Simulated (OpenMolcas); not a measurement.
# What dynamic correlation does to the levels of W

* Program: OpenMolcas
* Basis: ANO-R2 [8s6p5d3f2g]
* Scalar Hamiltonian: X2C, finite nucleus
* Active space: 6 electrons in 6 orbitals (5d 6s)
* State averaging: 2S+1 = 7 even, 1 root; 2S+1 = 5 even, 30 roots; 2S+1 = 3 even, 67 roots; 2S+1 = 1 even, 35 roots
* Spin-orbit coupling: RASSI with atomic mean-field integrals over the reference wave functions, term energies averaged over their components

Methods on the same reference wave functions:
A. CASSCF
B. SS-CASPT2, IPEA 0.25 Eh, imaginary shift 0.1 Eh (closed shells correlated: 5s 5p)
C. MS-CASPT2, IPEA 0.25 Eh, imaginary shift 0.1 Eh (closed shells correlated: 5s 5p)

Energies in cm⁻¹ above 5d⁴ 6s² ⁵D₀, the measured ground level; measured values from NIST Handbook of Basic Atomic Spectroscopic Data.

| Level | A | B | C | Measured |
| --- | --- | --- | --- | --- |
| 5d⁵ 6s ⁷S₃ | -7122 | 2030 | 3240 | 2951 |
| 5d⁴ 6s² ⁵D₀ | 0.0 | 0.0 | 0.0 | 0.0 |
| 5d⁴ 6s² ⁵D₁ | 1371 | 1423 | 1398 | 1670 |
| 5d⁴ 6s² ⁵D₂ | 2820 | 2940 | 3030 | 3326 |
| 5d⁴ 6s² ⁵D₃ | 4156 | 4330 | 4610 | 4830 |
| 5d⁴ 6s² ⁵D₄ | 5378 | 5520 | 6020 | 6219 |
| 5d⁴ 6s² ³P₀ [53 %] | 10163 | 10260 | 11250 |  |
| 5d⁴ 6s² ³P₁ [64 %] | 14266 | 14180 | 15360 | 13307 |
| 5d⁵ 6s ⁵G₄ | 15564 | 20260 | 21480 |  |
| 5d⁵ 6s ⁵G₃ [60 %] | 15816 | 20350 | 21530 |  |
| 5d⁴ 6s² ³F₂ [63 %] | 15922 | 16160 | 17380 |  |
| 5d⁵ 6s ⁵G₆ | 16133 | 21210 | 22420 |  |
| 5d⁴ 6s² ³H₆ | 18062 | 17750 | 18960 |  |
| 5d⁴ 6s² ³F₃ [53 %] | 18134 | 18690 | 20110 |  |
| 5d⁴ 6s² ¹S₀ [54 %] | 21024 | 22310 | 23680 |  |
| 5d⁵ 6s ⁵D₄ | 21612 | 23080 | 24630 |  |
| 5d⁵ 6s ⁵D₀ [73 %] | 21829 | 22980 | 25410 |  |
| 5d⁴ 6s² ¹I₆ | 24574 | 24790 | 25990 |  |

A puts 5d⁵ 6s ⁷S₃ lowest.

Deviations, from unrounded energies. A percentage is the sum of absolute deviations over the sum of measured energies, with the sign that they share, or ± where signs differ.

```tsv
Against measurement	Levels	A	B	C
mean absolute deviation (cm-1)	6	2200	600	550
fine structure of the ground term (%)	4	-14.5	-11.4	-6.1
other terms of the ground configuration (%)	1	+7.2	+6.6	+15.4
other configurations (%)	1	-341.3	-31.3	+9.9
```

C lies closest to measurement on these levels and A furthest from it. The largest miss of C in the table is 5d⁴ 6s² ³P₁ [64 %], by +2000 cm-1. The ranking rests on the paired levels alone, and a cruder setting can come out closer through cancelling errors.

Between B and C the level of the table that moves most is 5d⁵ 6s ⁵D₀ [73 %], by 2400 cm-1 (lowest in B, highest in C). Moves below CASPT2's spread within the term are not significant.

The mean deviations of B to C differ by less than CASPT2's widest spread within a term (1400 cm-1), so their order carries little weight.

From A to B the spin-free energies of the other terms of 5d⁴ 6s² shown, above ⁵D, scale by factors of 0.94 to 1.14.

The lowest spin-free term lies below A's lowest term by 0.327 hartree in B, 0.327 hartree in C.

CASPT2 does not keep the components of a term degenerate, so their means are used; among the terms shown or strongly mixed into the levels shown the widest spread is 1400 cm-1 (5d⁴ 6s² ¹I, C). Configurations are named by rounded mean occupations; where the s occupation lies near a half they are strongly mixed, a name can repeat and a true partner stay unpaired. A single d shell beside an s shell can misplace configurations of different d count against each other. The CASPT2 spread within a term exceeds the gap to the next term for 5d⁴ 6s² ³F and 5d⁴ 6s² ³H, so the order of their levels is uncertain (figures for B; the like holds for C). Without dynamic correlation excited terms often stand tens of per cent too high (terms of higher spin than the ground term too low), and those without a measured partner can miss by more than the paired ones (holds for A). The lowest computed level is not the ground level that NIST lists (5D0) (holds for A). The lowest spin-free term belongs to 5d⁵ 6s, not to the configuration of the lowest level (holds for B; C). Some terms miss by over 15 % even with CASPT2, which points to a basis or an active space too small for the shells correlated (holds for C). Measured partners are found by configuration, term and J. A level has none where our copy of the source lacks it or the pairing is in doubt (some pairs that miss far off the trend of their configuration count as doubtful), and it then counts in no deviation. Levels of configurations outside the active space are missing. The table leaves out levels that lie high or whose names do not pair safely across all columns.

A share in square brackets marks a mixed level and gives the weight of the term that names it, the lowest over the columns.
